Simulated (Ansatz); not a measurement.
Cost and result for the atomization energy of CH₆FNOSi, SMILES `NCO[SiH2]F` (11 atoms, 10 bonds).

```xyz
11

N     1.320    0.063   -1.280
C     0.903    0.687   -0.078
O     0.232   -0.177    0.853
Si   -1.367   -0.454    0.869
F    -1.812   -1.276   -0.432
H     1.951   -0.707   -1.102
H     0.540   -0.278   -1.826
H     0.247    1.530   -0.322
H     1.776    1.069    0.452
H    -2.126    0.820    0.811
H    -1.664   -1.277    2.055
```

Total charge 0; spin multiplicity 1. All single points use the PBE0-D4/def2-TZVP geometry. It is one conformer, not always the lowest. Program: Ansatz. All runs use 4 threads of an Arm Neoverse V2 on a shared host. Times are those of one run each, without the atoms' runs, and a repeat can differ threefold. Electronic energies, without spin–orbit coupling; frozen cores. CCSD(T)/CBS adds CCSD(T) − MP2 in def2-TZVPP to the MP2 limit, and its time is that of the two runs behind it. T1 = 0.012.

CCSD(T)/CBS is a level of theory with its own doubt, some kJ/mol a heavy atom from the limit and from the frozen cores, so smaller differences don't rank the functionals.

```
                             level  functions  wall time
                BLYP-D4/def2-TZVPP        250      1.8 s
   PBE-D4/def2-TZVPP (with forces)        250        2 s
               BHLYP-D4/def2-TZVPP        250      2.7 s
r2SCAN-D4/def2-TZVPP (with forces)        250      4.2 s
             r2SCANh-D4/def2-TZVPP        250      4.6 s
                 B2PLYP/def2-TZVPP        250        5 s
                  CCSD(T)/def2-SVP        104      5.5 s
                ωB97X-V/def2-TZVPP        250        7 s
                 B97M-V/def2-TZVPP        250      7.5 s
  ωB97M-V/def2-TZVPP (with forces)        250       10 s
                    MP2/def2-QZVPP        478       19 s
                CCSD(T)/def2-TZVPP        250    2.7 min
                 CCSD(T)/CBS(def2)          –      3 min
```

(1) What atomization energy does each give, and how far from CCSD(T)/CBS? (Best estimate.)

Results:

(1) Ansatz gave: 
```json
{"level": "BLYP-D4/def2-TZVPP", "atomization (kJ/mol)": "4110.6", "difference from CCSD(T)/CBS": "-7.7", "per bond": "-0.8"}
{"level": "PBE-D4/def2-TZVPP (with forces)", "atomization (kJ/mol)": "4166.4", "difference from CCSD(T)/CBS": "48.1", "per bond": "4.8"}
{"level": "BHLYP-D4/def2-TZVPP", "atomization (kJ/mol)": "3972.9", "difference from CCSD(T)/CBS": "-145.4", "per bond": "-14.5"}
{"level": "r2SCAN-D4/def2-TZVPP (with forces)", "atomization (kJ/mol)": "4097.4", "difference from CCSD(T)/CBS": "-20.9", "per bond": "-2.1"}
{"level": "r2SCANh-D4/def2-TZVPP", "atomization (kJ/mol)": "4066.1", "difference from CCSD(T)/CBS": "-52.2", "per bond": "-5.2"}
{"level": "B2PLYP/def2-TZVPP", "atomization (kJ/mol)": "4066.7", "difference from CCSD(T)/CBS": "-51.6", "per bond": "-5.2"}
{"level": "CCSD(T)/def2-SVP", "atomization (kJ/mol)": "3821.0", "difference from CCSD(T)/CBS": "-297.3", "per bond": "-29.7"}
{"level": "ωB97X-V/def2-TZVPP", "atomization (kJ/mol)": "4123.8", "difference from CCSD(T)/CBS": "5.5", "per bond": "0.5"}
{"level": "B97M-V/def2-TZVPP", "atomization (kJ/mol)": "4098.6", "difference from CCSD(T)/CBS": "-19.7", "per bond": "-2.0"}
{"level": "ωB97M-V/def2-TZVPP (with forces)", "atomization (kJ/mol)": "4120.9", "difference from CCSD(T)/CBS": "2.6", "per bond": "0.3"}
{"level": "MP2/def2-QZVPP", "atomization (kJ/mol)": "4146.4", "difference from CCSD(T)/CBS": "28.1", "per bond": "2.8"}
{"level": "CCSD(T)/def2-TZVPP", "atomization (kJ/mol)": "3995.6", "difference from CCSD(T)/CBS": "-122.7", "per bond": "-12.3"}
{"level": "CCSD(T)/CBS(def2)", "atomization (kJ/mol)": "4118.3", "difference from CCSD(T)/CBS": "0.0", "per bond": "0.0"}
```

From PBE to PBE0 (25 % exact exchange), in def2-TZVPP and without D4, the atomization energy moves by −85.4 kJ/mol: exact exchange takes away binding that semilocal exchange gives to molecules. In def2-TZVPP, CCSD(T) changes the Hartree–Fock value by +1070.0 kJ/mol (the triples alone add +58.3 kJ/mol) and MP2 by +1146.8 kJ/mol; breaking electron pairs costs correlation energy, which Hartree–Fock lacks. At CCSD(T), def2-SVP lies −297.4 kJ/mol from the extrapolated value and def2-TZVPP −122.8 kJ/mol: correlation converges slowly with the basis, and small sets miss more of it in the bonded molecule than in its fragments.
